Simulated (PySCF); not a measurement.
A made-up structure of Si2H3OF, singlet:

```
7
angstrom
F -1.0037 -1.9373 0.8471
Si -0.5834 -0.8738 -0.2581
O 1.0290 -0.4572 -0.2320
Si 0.3458 1.0490 0.2072
H -1.0733 -1.4091 -1.5451
H -1.6847 -1.0626 0.6182
H 0.6163 2.1373 -0.7644
```

It is relaxed with PBE-D4/def2-SVP and then PBE0-D4/def2-TZVP (PySCF 2.14 with density fitting (its default auxiliary sets; JK sets also for MP2 and CCSD(T))). Atoms count as bonded within 1.22 times the sum of their covalent radii (H–H: 0.88 Å). The end point is not checked to be a true minimum.

**Question.** Does its bonding change? (A judgement: the text doesn't fix the answer.)

**Answer.** By the calculation: Yes. Formed: none; broken: Si2–Si4.

Where it ends: The first stage lowers the energy by 5.74 eV in 26 steps. It ends as Si₂H₃OF ([F][SiH2][O][SiH]):
```tsv
atom	x (Å)	y (Å)	z (Å)
F1	-0.9287	-2.6068	0.3657
Si2	-0.7580	-1.1633	-0.2766
O3	0.3386	-0.3450	0.6263
Si4	0.9763	1.1804	0.6588
H5	-0.2498	-1.3353	-1.6536
H6	-2.0687	-0.4825	-0.2222
H7	0.1785	1.7533	-0.5421
```

Labels in which every atom is bracketed show which atoms are joined, not bond orders.

For scale, one of the runs: PBE0-D4/def2-TZVP relaxation, 154 basis functions, launched by `OMP_NUM_THREADS=2 python run.py`. The run took 110 s on 2 CPU threads of an AMD EPYC 7B13 (shared host), with 1.4 GiB of host memory at its peak.
